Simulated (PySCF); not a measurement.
SnOCl₂, SMILES [O]=[Sn]([Cl])[Cl]. Atoms are numbered in the order given.

```xyz
4

Sn     0.0000     0.0000    -0.3736
O      0.0000     0.0000    -2.2207
Cl     0.0000    -1.8471     1.0720
Cl     0.0000     1.8471     1.0720
```

Coordinates come from a B3LYP-D3(BJ)/def2-SVP optimisation. The def2 effective core potentials stand for the cores of Sn; spin–orbit coupling is left out.

Level of theory: r2SCAN/def2-TZVPD in PySCF.

Mulliken values depend strongly on the basis, most of all with diffuse functions as here. ESP charges are fitted to the potential on shells at 1.4 to 2.0 van der Waals radii. Atomic charges (e):

```tsv
atom	Mulliken	ESP fit
Sn1	1.30	0.75
O2	-0.59	-0.46
Cl3	-0.35	-0.15
Cl4	-0.35	-0.15
```
